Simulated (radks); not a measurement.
Species: Bi3+. Configuration: [Hg] (the NIST ground configuration). Calculated with a radial shooting solver on a logarithmic mesh with Libxc functionals: scalar-relativistic Kohn-Sham, PBEsol, spin-polarised, spherical densities, finite nucleus; Fermi nuclear charge, rms radius 5.5211 fm. Some entries of the table are withheld. Estimate them.

| orbital | occ. | eigenvalue (hartree) | r(max) (bohr) |
|---|---|---|---|
| 1s | 2 | -3330.031 | 0.009666 |
| 2s | 2 | -599.2388 | 0.05622 |
| 2p | 6 | -513.0500 | (1) |
| 3s | 2 | -145.4328 | 0.1585 |
| 3p | 6 | (2) | (3) |
| 3d | 10 | -95.97520 | 0.1294 |
| 4s | 2 | -34.16200 | 0.3559 |
| 4p | 6 | -26.08435 | 0.3760 |
| 4d | 10 | -16.83337 | 0.3815 |
| 5s | 2 | -6.82498 | 0.7704 |
| 4f | 14 | -6.64450 | (4) |
| 5p | 6 | -4.55173 | 0.8598 |
| 5d | 10 | -2.01577 | 1.032 |
| 6s | 2 | -1.47248 | (5) |

Answer. 
(1) 2p r(max) (bohr): 0.04691
(2) 3p eigenvalue (hartree): -120.7949
(3) 3p r(max) (bohr): 0.1589
(4) 4f r(max) (bohr): 0.3418
(5) 6s r(max) (bohr): 1.810
